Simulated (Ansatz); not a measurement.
`FC1=N[SiH2]1` + HBr → `BrC1=N[SiH2]1` + H–F at 600 K and 1 bar (substitution at a C–F bond).

Calculated with Ansatz (gas phase, PBE0-D4/def2-TZVP geometries, no zero-point term in ΔE). CCSD(T)/CBS adds triple-zeta CCSD(T) − MP2 to the extrapolated MP2 energy (def2 sets, frozen cores). This one scheme is used for every species. For Br outer-core shells are correlated without core-valence functions, which leaves a few kJ/mol of doubt a bond. Scalar relativity is left out up to krypton.

| species | CCSD(T)/CBS energy (Eh) | H − E (kJ/mol) | S (J/(mol·K)) |
| --- | --- | --- | --- |
| `FC1=N[SiH2]1` | -482.75628 | 114.3 | 339.2 |
| HBr | -2573.91920 | 33.5 | 219.1 |
| `BrC1=N[SiH2]1` | -2956.28903 | 111.4 | 367.2 |
| H–F | -100.39570 | 42.3 | 194.0 |

H − E and S are ideal-gas, rigid-rotor, harmonic terms from PBE0-D4/def2-TZVP. 1 Eh = 2625.50 kJ/mol, R = 8.31446 J/(mol·K).

Q: By hand: ΔE, ΔH, ΔS and ΔG.

A: ΔE = (-2956.28903) + (-100.39570) − (-482.75628) − (-2573.91920) = -0.00925 Eh = -24.3 kJ/mol. Δ(H − E) = 111.4 + 42.3 − 114.3 − 33.5 = 5.9, so ΔH = -18.4 kJ/mol. ΔS = 367.2 + 194.0 − 339.2 − 219.1 = 2.9 J/(mol·K). ΔG = -18.4 − 600 × (2.9)/1000 = -20.1 kJ/mol.

Q: By hand: the equilibrium constant, and the temperature at which ΔG would vanish if ΔH and ΔS stayed fixed.

A: log₁₀ K = −ΔG/(RT ln 10) = 1.7. ΔH and −TΔS have one sign here, so there is no such temperature.

The number of gas molecules stays the same, so ΔS is small and ΔH decides. A doubt of 5 kJ/mol in ΔE shifts log₁₀ K by 0.4 here. These are equilibria of isolated gas molecules and say nothing of rates. Largest T1 diagnostic: 0.016 (customary marks: 0.02 for closed shells, 0.045 for open ones).

ΔS is within the doubt of such terms, so its sign, and with it that verdict, could turn.
